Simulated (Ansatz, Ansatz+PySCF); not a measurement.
```
atom    x (Å)    y (Å)   z (Å)
   B   1.5614   0.0000  0.0000
   N   0.7602   1.3167  0.0000
   B  -0.7807   1.3522  0.0000
   N  -1.5204   0.0000  0.0000
   B  -0.7807  -1.3522  0.0000
   N   0.7602  -1.3167  0.0000
   H   2.8681   0.0000  0.0000
   H   1.3063   2.2626  0.0000
   H  -1.4340   2.4838  0.0000
   H  -2.6127   0.0000  0.0000
   H  -1.4340  -2.4838  0.0000
   H   1.3063  -2.2626  0.0000
```

RHF-MP2 on singlet B3N3H6 was run in several spherical basis sets with Ansatz (development build ahead of 0.2.0). Frozen core: 6 orbitals. Caution for RHF-MP2: no unrestricted run beside it, a lower state can exist.

(1) Rank the basis sets by the total energy that they give, lowest first, with the distance from the lowest.
A. def2-SVP
B. 6-31G(d)
C. cc-pVDZ

Results:

(1) C (0.00 eV), B (1.90 eV), A (5.36 eV).

Totals follow the description of the cores as much as that of the bonds, so this order isn't one of quality for chemistry.
